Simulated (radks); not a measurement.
All-electron atom: Xe L in [He] 2s2 2p1 (the NIST ground configuration).

All-electron calculation, scalar-relativistic Kohn-Sham, exchange-only LDA, spin-polarised, spherical densities, point nucleus; open shells are filled with parallel spins first (spin-orbit coupling, left out, can overturn this in heavy ions). Program: a radial shooting solver on a logarithmic mesh with Libxc functionals.

Energy parts (eV):
| part | energy |
|---|---|
| total | -109973.076 |
| kinetic | 118579.538 |
| electron-nucleus | -232231.664 |
| Hartree | 4974.044 |
| exchange | -1294.993 |

Orbitals (lengths in bohr, moments of r in powers of bohr; r(90%) holds 90 % of the orbital's charge):
| orbital | occ. | eigenvalue (eV) | <r^4> | r(90%) | <r> |
|---|---|---|---|---|---|
| 1s up | 1 | -39010.95 | 2.390e-06 | 0.0478 | 0.02658 |
| 1s down | 1 | -38993.43 | 2.385e-06 | 0.0478 | 0.02657 |
| 2s up | 1 | -9289.875 | 0.0003236 | 0.167 | 0.1090 |
| 2s down | 1 | -9260.917 | 0.0003255 | 0.167 | 0.1091 |
| 2p up | 1 | -8875.526 | 0.0002180 | 0.152 | 0.09408 |
| 2p down | 0 | -8840.681 | 0.0002197 | 0.152 | 0.09424 |

The highest occupied level is 2p up at -8875.5 eV. For comparison, the ionisation energy in NIST's Atomic Spectra Database is 9243 eV (theoretical). In exact Kohn-Sham theory the highest level is minus the ionisation energy, but local and semilocal functionals leave it too shallow, through self-interaction and a potential that decays too fast; potentials with the right tail come closer. Summed over all electrons, <r^2> = 0.04051 bohr^2, which gives a Langevin (diamagnetic) susceptibility term of -0.0321 x 10^-6 cm^3/mol. Spin moment in Bohr magnetons: 1. The density falls to 0.001 e/bohr^3 at r = 0.39 bohr.
